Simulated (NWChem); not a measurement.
Species: C₃H₂ClF; SMILES C=C=C(F)Cl

```xyz
7

C      0.5872     2.4048     0.0000
C      0.1123     1.1876     0.0000
C     -0.3498    -0.0301     0.0000
F     -1.6555    -0.3333     0.0000
Cl     0.6526    -1.4562     0.0000
H      0.7941     2.9393    -0.9267
H      0.7941     2.9393     0.9267
```
Atoms are numbered in this order, from 1.

Results from NWChem. Geometry optimised at B3LYP/6-31G*; all other runs use it. Pople sets run with spherical d functions.

```csv
quantity,level,value
"vertical ionisation energy, ΔSCF (eV)",B3LYP/def2-SVP,9.54
cavity-dispersion-structure term (kcal/mol) in water,"B3LYP/6-31G*, SMD",…
"isotropic polarisability (bohr³), static",B3LYP/def2-SVPD,55.9
"vertical, lowest excitation, singlet (eV)","B3LYP/def2-SVPD, TDA",…
dipole (D),B3LYP/6-31G*,…
highest harmonic frequency (cm⁻¹),B3LYP/6-31G*,3204
```

Problem. Fill in the missing entries.

Solution. 
- cavity-dispersion-structure term (kcal/mol) in water, value: 4.0
- vertical, lowest excitation, singlet (eV), value: 4.32
- dipole (D), value: 2.00
